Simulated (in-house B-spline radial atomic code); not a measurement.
Inner levels of cerium as electrons are removed. A shift is the extra binding of the orbital against the neutral atom ([Xe] 4f5/2(1) 5d3/2(1) 6s2). The density at the nucleus is averaged over the nuclear charge. Computed with a B-spline radial code for spherical atoms: Dirac-Hartree-Fock, jj configuration that fills j = l - 1/2 first, finite nuclei.

A number in brackets counts the electrons of a j subshell.

| ion | configuration | shift of 1s1/2 (eV) | radius of 1s1/2 (bohr) | Σ<r²> (bohr²) | change of density at nucleus (bohr⁻³) |
| --- | --- | --- | --- | --- | --- |
| Ce46+ | [Ne] 3s2 | 3176 | 0.024547 | 0.22658 | 1603.84 |
| Ce47+ | [Ne] 3s1 | 3317.59 | 0.024545 | 0.15539 | -3460.21 |
| Ce48+ | [He] 2s2 2p6 | 3460.73 | 0.024543 | 0.085654 | -8655.17 |
| Ce49+ | [He] 2s2 2p1/2(2) 2p3/2(3) | ? | ? | ? | ? |
| Ce50+ | [He] 2s2 2p1/2(2) 2p3/2(2) | 4144.77 | 0.024511 | 0.063405 | -7192.43 |
| Ce51+ | [He] 2s2 2p1/2(2) 2p3/2(1) | 4493.37 | 0.024494 | 0.052799 | -6442.11 |
| Ce52+ | [He] 2s2 2p1/2(2) | 4846.36 | 0.024476 | 0.042521 | -5679.07 |
| Ce53+ | [He] 2s2 2p1/2(1) | 5232.41 | 0.024454 | 0.03354 | -5517.72 |
| Ce54+ | [He] 2s2 | ? | ? | ? | ? |
| Ce55+ | [He] 2s1 | 5954.46 | 0.024428 | 0.013117 | -26637.4 |
| Ce56+ | 1s2 | ? | ? | ? | ? |
| Ce57+ | 1s1 | 7342.71 | 0.024244 | 0.0007968 | -203476 |

Q: Fill in the row of Ce49+.

A: shift of 1s1/2 (eV): 3800.55; radius of 1s1/2 (bohr): 0.024527; Σ<r²> (bohr²): 0.074352; change of density at nucleus (bohr⁻³): -7930.11.

Q: Fill in the row of Ce54+.

A: shift of 1s1/2 (eV): 5623.73; radius of 1s1/2 (bohr): 0.024431; Σ<r²> (bohr²): 0.024861; change of density at nucleus (bohr⁻³): -5371.23.

Q: Fill in the row of Ce56+.

A: shift of 1s1/2 (eV): 6288.21; radius of 1s1/2 (bohr): 0.024417; Σ<r²> (bohr²): 0.0016175; change of density at nucleus (bohr⁻³): -48403.9.
